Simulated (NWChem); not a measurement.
System: BNH3OBr; SMILES OB(Br)N

```xyz
7

B      0.0167    -0.9778     0.0000
Br     0.0039     0.9908     0.0000
O      1.2054    -1.6559     0.0000
H      1.9674    -1.0523     0.0000
N     -1.2098    -1.6603     0.0000
H     -1.2516    -2.6794     0.0000
H     -2.1106    -1.1891     0.0000
```
Atoms are numbered in this order, from 1.

Program: NWChem. Coordinates come from a PBE-D3(BJ)/def2-SVP optimisation. Vertical excitations in the gas phase.

Estimate the computed values for BHandHLYP/def2-SVP, full TDDFT. Quantities: lowest excitation, singlet (eV); oscillator strength of that lowest state; lowest state with f > 0.02, singlet (eV); orbital gap (eV).


| Item | Value |
|---|---|
| lowest excitation, singlet (eV) | 8.19 |
| oscillator strength of that lowest state | 0.006 |
| lowest state with f > 0.02, singlet (eV) | 8.91 |
| orbital gap (eV) | 11.32 |
